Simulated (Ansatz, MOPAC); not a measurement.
Gas-phase reaction in SMILES: [As](F)(F)F [trifluoroarsane] → F atom + F[As]F (the As-F bond breaks)

Wanted: bond dissociation energy (enthalpy at 298 K), in kcal/mol. Conventions: UHF or UKS for open shells; PM7 with its own dispersion and hydrogen-bond terms; spin-orbit terms left out; no dispersion term unless named; non-relativistic; six Cartesian d functions in 6-31G* and its kin unless marked 5d. Ab initio and DFT rows: single points at B3LYP-D3(BJ) geometries (Ansatz, an electronic-structure program), with unscaled harmonic terms from B3LYP/6-31G* (LANL2DZ past Ar) at its own minima. Semi-empirical rows: MOPAC heats of formation at their own minima for 298 K.

| species | coefficient | E at PBE/6-31G* (Ansatz), Eh | E at wB97X-V/def2-TZVPD (Ansatz), Eh | H(298 K) - E, kcal/mol | heat of formation at PM7 (MOPAC), kcal/mol |
|---|---|---|---|---|---|
| F[As](F)F | -1 | -2534.57205 | -2535.32479 | 7.56 | -169.09 |
| F atom | +1 | -99.61359 | -99.73522 | 1.48 | 18.89 |
| F[As]F | +1 | -2434.76436 | -2435.40211 | 5.09 | -83.88 |

 1 Eh = 627.5095 kcal/mol.

Question: Compute it at each level from the table.

Answer: 
- PBE/6-31G*: the sum of coefficient times E is 0.19410 Eh, or 121.80 kcal/mol; the thermal terms add -0.99. Result: 120.8 kcal/mol.
- wB97X-V/def2-TZVPD: the sum of coefficient times E is 0.18746 Eh, or 117.63 kcal/mol; the thermal terms add -0.99. Result: 116.6 kcal/mol.
- PM7: the sum of coefficient times heat of formation is 104.10 kcal/mol; it needs no thermal term.
